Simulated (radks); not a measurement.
Question: The mean radii <r> (bohr) of the occupied orbitals of an atom or ion are listed with their occupations. All-electron calculation, scalar-relativistic Kohn-Sham, r2SCAN, spin-polarised, spherical densities, finite nucleus; meta-GGA in the generalised Kohn-Sham scheme; Fermi nuclear charge, rms radius of each element as measured or else 0.836 A^(1/3) + 0.57 fm. Program: a radial shooting solver on a logarithmic mesh with Libxc functionals.

| orbital | occ. | <r> |
|---|---|---|
| 1s | 2 | 0.1306 |
| 2s | 2 | 0.6941 |
| 2p | 6 | 0.6872 |
| 3s | 2 | 3.177 |

Name the element and its charge. Open shells, if any, are filled with parallel spins first.

Answer: Z = 12, magnesium, charge 0: Mg in [Ne] 3s2. The 1s radius gives Z: for a bare nucleus <r> = (2 gamma + 1)/(2Z) with gamma = sqrt(1 - (Z/c)^2), 0.1247 bohr for Z = 12, and screening makes it slightly larger (0.1306 here). The occupations add up to 12, and the charge is Z minus that.
